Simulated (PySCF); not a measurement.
# How methods differ on the excitation energy of O²⁺

O²⁺ [He] 2s2 2p2 (3P) → O²⁺ [He] 2s1 2p3 (5S), as a difference of total energies. All numbers are calculated (PySCF 2.14, no relativity, point nucleus, in aug-cc-pwCVTZ (7s6p4d2f, 59 functions)). Correlated levels: valence: 1s2 frozen. The calculations carry no spin-orbit coupling.

| method | excitation energy (eV) |
| --- | --- |
| UHF | 5.526 |
| MP2 (valence) | 6.877 |
| SCS-MP2 (valence) | 7.512 |
| CCSD (valence) | 7.326 |
| CCSD(T) (valence) | 7.361 |

Question: How much does correlation contribute at CCSD(T) (valence)?

Answer: 7.361 − (5.526) = 1.835 eV, measured against UHF.

A first-order spin-orbit estimate (lowest level to lowest level, LS coupling) adds 0.026 eV.
